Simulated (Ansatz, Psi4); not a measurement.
Psi4 → Ansatz

Psi4 1.11 runs this on B2O2 (diboron dioxide):

job.in:
```
memory 2200 MB

molecule molecule1 {
  0 1
  O     -1.40423659     0.86882048     3.43486069
  B     -0.57126421     0.35351107     1.39673437
  B      0.57098075    -0.35322761    -1.39692335
  O      1.40450115    -0.86912284    -3.43467172
  units au
  symmetry c1
}

set {
  basis aug-cc-pVDZ
  puream true
  e_convergence 1e-09
  d_convergence 1e-08
  scf_type pk
  dft_radial_points 99
  dft_spherical_points 590
}

gradient('wb97x')
```

```bash
$ psi4 job.in job.out -n 1
```

The shape is that of a PBE0-D4/def2-TZVP optimisation.

It gives a total energy of -200.203194 Eh.

Q: Translate the job to Ansatz 0.2.0 as an input file of the program's own, asking for the energy.

A: For example:

run.yaml:
```yaml
crystal:
  periodic: [false, false, false]
  atoms:
    - {symbol: O, position_ang: [-0.743090, 0.459760, 1.817650]}
    - {symbol: B, position_ang: [-0.302300, 0.187070, 0.739120]}
    - {symbol: B, position_ang: [0.302150, -0.186920, -0.739220]}
    - {symbol: O, position_ang: [0.743230, -0.459920, -1.817550]}
basis:
  gaussian:
    orbitals: aug-cc-pVDZ
hamiltonian:
  xc: {name: wB97X}
accuracy: high
output:
  orbitals: {seedname: orbitals}
```

```bash
$ ansatz run run.yaml --threads 1 --pin off --max-ram 3480MiB --events-out events.jsonl --progress --plain --runs-dir runs
```

Its energy is -200.203190 Eh, 0.004 mEh from the first.
